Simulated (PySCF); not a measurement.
C₃H₇AlCl₂, SMILES C[CH](C)[Al]([Cl])[Cl] (B3LYP/def2-SVP optimised geometry):

```
13

Al     0.458    -0.958     0.000
Cl     2.569    -0.958     0.000
Cl    -0.487    -2.845     0.072
C     -0.577     0.713     0.000
C     -1.977     0.559    -0.622
C      0.195     1.907    -0.590
H     -0.715     0.907     1.085
H     -2.569     1.482    -0.492
H     -1.920     0.365    -1.707
H     -2.549    -0.268    -0.172
H      1.179     2.047    -0.116
H     -0.373     2.845    -0.461
H      0.369     1.783    -1.673
```

Method: PySCF 2.14.0 with B3LYP/def2-TZVP.

**Question.** What are the frontier orbital energies and the dipole moment?

**Answer.** HOMO-2 -9.02 eV, HOMO-1 -8.76 eV, HOMO -7.74 eV, LUMO -1.22 eV, LUMO+1 -0.83 eV; dipole moment 2.20 D.

On the same geometry PBE/def2-TZVP (PySCF) gives HOMO-2 -7.91 eV, HOMO-1 -7.63 eV, HOMO -6.71 eV, LUMO -1.80 eV, LUMO+1 -1.39 eV; dipole moment 2.19 D.

Meta-Löwdin charges at B3LYP/def2-TZVP: Al1 0.86, Cl2 -0.33, Cl3 -0.33, C4 -0.33, C5 -0.31, C6 -0.31, H7 0.11, H8 0.10, H9 0.10, H10 0.11, H11 0.11, H12 0.10, H13 0.10.
